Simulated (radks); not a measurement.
Results of a calculation; reference values are marked as such.
Species: Ag II. Configuration: [Kr] 4d9.75 5s0.25 (fractional occupations, a model configuration).

Level of theory: scalar-relativistic Kohn-Sham, TASK exchange with Perdew-Wang LDA correlation, spin-polarised, spherical densities, finite nucleus; open shells are filled with parallel spins first (spin-orbit coupling, left out, can overturn this in heavy ions); meta-GGA in the generalised Kohn-Sham scheme; Fermi nuclear charge, rms radius 4.5454 fm (a radial shooting solver on a logarithmic mesh with Libxc functionals).

Energy parts (eV):
total: -144633.208
kinetic: 150228.800
electron-nucleus: -349242.775
Hartree: 58412.330
exchange-correlation: -4031.563

Orbitals (lengths in bohr, moments of r in powers of bohr; r(max) is where P^2 peaks):
orbital  occ.  eigenvalue (eV)   r(max)
1s up       1        -25390.32  0.02016
1s down     1        -25390.31  0.02016
2s up       1        -3764.683   0.1140
2s down     1        -3764.629   0.1140
2p up       3        -3376.496  0.09116
2p down     3        -3376.453  0.09116
3s up       1        -703.8694   0.3328
3s down     1        -703.8378   0.3328
3p up       3        -575.5892   0.3259
3p down     3        -575.5526   0.3259
3d up       5        -372.6563   0.2739
3d down     5        -372.6011   0.2740
4s up       1        -107.7556   0.8262
4s down     1        -107.5629   0.8262
4p up       3         -70.3187   0.8802
4p down     3         -70.1109   0.8802
4d up       5         -16.8217    1.035
4d down  4.75         -16.4551    1.034
5s up    0.25         -10.6625    2.271

The highest occupied level is 5s up at -10.662 eV. Summed over all electrons, <r^2> = 35.36 bohr^2, which gives a Langevin (diamagnetic) susceptibility term of -28 x 10^-6 cm^3/mol.

Empty levels of this run are not shown, since the potential may be unsettled where no density lies.
